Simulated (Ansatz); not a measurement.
Born–Oppenheimer molecular dynamics of CH7BO3 (12 atoms, charge 0, multiplicity 1). It starts at the highest image of a converged band. Of that band: Neighbouring images differ by up to 2.6 eV, so the band resolves the path poorly. A vibrational analysis at the climbing image gives one clearly imaginary mode, 928i cm⁻¹: a first-order saddle point.

These are results of RKS PBE-D4/STO-3G in Ansatz 0.2.0, not measurements.

```yaml
ensemble: NVE (velocity Verlet)
time_step: 0.5 fs
steps_asked: 200
starting_velocities_drawn_for: 100 K
seed: 9451
```

First frame:

```xyz
12
Properties=species:S:1:pos:R:3
B -0.060 -0.638 0.321
O 1.460 -0.624 -0.222
O -0.273 -0.611 1.709
O -0.767 -1.573 -0.458
H 0.968 0.375 -0.553
C -0.220 1.226 -0.421
H 1.400 -1.232 -1.054
H 0.361 0.093 2.100
H -1.600 -1.824 0.084
H 0.156 2.032 0.235
H -0.108 1.571 -1.471
H -1.317 1.203 -0.271
```

How far do the bonds stretch over the last three quarters of this one trajectory? (Pairs bonded in most of those frames.)


```json
{"bond": "B1–O2", "mean (Å)": "1.419", "spread (Å)": "0.042", "shortest": "1.35", "longest": "1.50"}
{"bond": "B1–O3", "mean (Å)": "1.424", "spread (Å)": "0.041", "shortest": "1.34", "longest": "1.49"}
{"bond": "B1–O4", "mean (Å)": "1.419", "spread (Å)": "0.029", "shortest": "1.36", "longest": "1.46"}
{"bond": "O2–H7", "mean (Å)": "1.030", "spread (Å)": "0.009", "shortest": "1.01", "longest": "1.04"}
{"bond": "O3–H8", "mean (Å)": "1.030", "spread (Å)": "0.004", "shortest": "1.02", "longest": "1.04"}
{"bond": "O4–H9", "mean (Å)": "1.029", "spread (Å)": "0.009", "shortest": "1.01", "longest": "1.05"}
{"bond": "H5–C6", "mean (Å)": "1.109", "spread (Å)": "0.036", "shortest": "1.04", "longest": "1.18"}
{"bond": "C6–H10", "mean (Å)": "1.106", "spread (Å)": "0.024", "shortest": "1.05", "longest": "1.16"}
{"bond": "C6–H11", "mean (Å)": "1.110", "spread (Å)": "0.037", "shortest": "1.04", "longest": "1.17"}
{"bond": "C6–H12", "mean (Å)": "1.106", "spread (Å)": "0.014", "shortest": "1.08", "longest": "1.13"}
```

Mean temperature of the second half: 1641 K. The conserved energy stayed within 0.23 meV per atom of its start (net change -0.16 meV per atom), so the integration is sound. The system heated up, since it started high on the potential surface and ran downhill. A run of 0.1 ps of so small a system gives no equilibrium averages. The orbitals stay closed-shell, which can raise the energy where a bond breaks towards radicals; this wasn't checked here. Limits of this set-up: minimal basis.

Time of the run: 7.1 min on 1 thread of Intel(R) Xeon(R) Platinum 8259CL CPU @ 2.50GHz (Skylake/Cascade Lake), on a shared host, peak memory 0.11 GiB.
